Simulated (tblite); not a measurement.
A tight-binding relaxation on `C1[SiH2]CC1BOC1CC1`.

Computed with GFN2-xTB geometry optimisation, gas phase (tblite 0.8.0). Start geometry: from a force field or distance geometry. The command runs a driver script over a list of jobs; the input below is this job's line of settings and its coordinates in Å.

Command:
```bash
OMP_NUM_THREADS=1 python probes_run.py task.json out
```

Input:
```
{"job": {"kind": "relax", "xc": "GFN2-xTB", "basis": "xTB"}, "charge": 0, "multiplicity": 1}
B      0.010200     0.202800     0.835900
O      1.021300    -0.497200     0.027700
C      2.258100    -0.079000     0.523500
C      3.511600    -0.830900     0.282900
C      3.183300     0.374300    -0.570900
C     -1.502300    -0.200900     0.551200
C     -1.682900    -0.514700    -0.922500
Si    -3.486200    -0.249900    -0.610800
C     -2.427600     0.985800     0.309000
H      0.164700     1.353100     1.118700
H      2.185200     0.660200     1.351900
H      3.520200    -1.781000    -0.314100
H      4.247000    -0.720600     1.111200
H      2.823100     0.179900    -1.610200
H      3.823900     1.292200    -0.416700
H     -1.923500    -0.945300     1.273200
H     -1.361300    -1.541700    -1.113900
H     -1.252400     0.204200    -1.623000
H     -4.071800    -1.306400     0.189900
H     -4.261400     0.305500    -1.706100
H     -2.879300     1.392700     1.238200
H     -1.910200     1.736100    -0.326700
```

Give the output.

```
step      E/eV     max force
  0    -718.51611    4.144
  1    -719.25893    2.426
  2    -719.68748    2.308
  3    -719.92291    0.948
  4    -720.07525    0.730
  5    -720.15109    0.590
  6    -720.22950    0.523
  7    -720.27071    0.513
  8    -720.31830    0.449
  9    -720.36850    0.503
... (177 lines left out)
187    -720.77612    0.013
188    -720.77614    0.012
189    -720.77617    0.010
190    -720.77619    0.013
191    -720.77621    0.012
192    -720.77624    0.011
193    -720.77626    0.010
194    -720.77629    0.017
195    -720.77633    0.014
196    -720.77638    0.010
```

«max force» is the largest atomic force in eV/Å.

From which step on does the largest force stay under 0.1 eV/Å, and how much energy is left to gain from there?

From step 75 (0.085 eV/Å), 27.6 meV above the end.

Summary of the converged run: energy lowered by 52.1 kcal/mol over 196 steps; largest atomic force 0.010 eV/Å at the end.

Where do the atoms end?

0.984 Å rms from the input after alignment:
```
atom  x, y, z in Å
B1    -0.0533    0.1630    1.2035
O2     0.8879   -0.0936    0.2991
C3     2.2124    0.3068    0.3873
C4     3.2553   -0.6096   -0.1804
C5     2.9152    0.6703   -0.8872
C6    -1.5366   -0.3090    0.8965
C7    -1.7139   -1.2614   -0.3157
Si8   -2.8229   -0.0014   -1.2119
C9    -2.3902    0.9038    0.4088
H10    0.1984    0.7767    2.1881
H11    2.4475    0.8663    1.2894
H12    2.9106   -1.5303   -0.6240
H13    4.2022   -0.6885    0.3305
H14    2.3450    0.5994   -1.8003
H15    3.6258    1.4819   -0.8680
H16   -2.0010   -0.7405    1.7864
H17   -2.1716   -2.2113   -0.0449
H18   -0.7671   -1.4838   -0.8015
H19   -4.2337   -0.3613   -1.3845
H20   -2.3040    0.5910   -2.4477
H21   -3.2142    1.1380    1.0793
H22   -1.8022    1.8128    0.2954
```

Time: 3.0 s of wall time. Hardware: an Arm Neoverse N1 with one thread, shared host with 64 logical CPUs at a one-minute load of 52.
Labels such as C1 count atoms from 1, the log's own numbers from 0.
